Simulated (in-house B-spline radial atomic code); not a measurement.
# Binding energies in Se

NIST's tabulated ground configuration is [Ar] 3d10 4s2 4p4; each binding energy is the energy of the ion with one electron taken from that subshell, relaxed, less that of the parent. All numbers are computed (Dirac-Hartree-Fock, average of configuration; Fermi nucleus of rms radius 4.14 fm) with a B-spline radial code for spherical atoms, not measured. Energies include first-order Breit, QED and recoil terms.

| subshell | X-ray name | binding energy (eV) | -ε (eV) | relaxation (eV) |
| --- | --- | --- | --- | --- |
| 1s | K | 12664.7 | 12744.9 | 52.9 |
| 2s | L1 | 1667.8 | 1697.2 | 27.1 |
| 3s | M1 | 242.1 | 251.0 | 8.6 |
| 3d3/2 | M4 | 62.92 | 71.30 | 8.39 |
| 3d5/2 | M5 | 62.08 | 70.33 | 8.31 |
| 4s | N1 | 22.37 | 23.48 | 1.09 |
| 4p | N2,3 | 9.91 | 10.65 | 0.74 |

Relaxation = -ε minus the binding energy without Breit, QED and recoil terms.

**Question.** What does it cost to remove both a 2s and a 3d5/2 electron?

**Answer.** 1758.9 eV, which is 29.07 eV more than the two single binding energies together.

**Question.** What does it cost to remove both a 3d3/2 and a 4p electron?

**Answer.** 84.407 eV, which is 11.58 eV more than the two single binding energies together.

**Question.** What does it cost to remove two 3d3/2 electrons?

**Answer.** 150.01 eV, which is 24.16 eV more than the two single binding energies together.
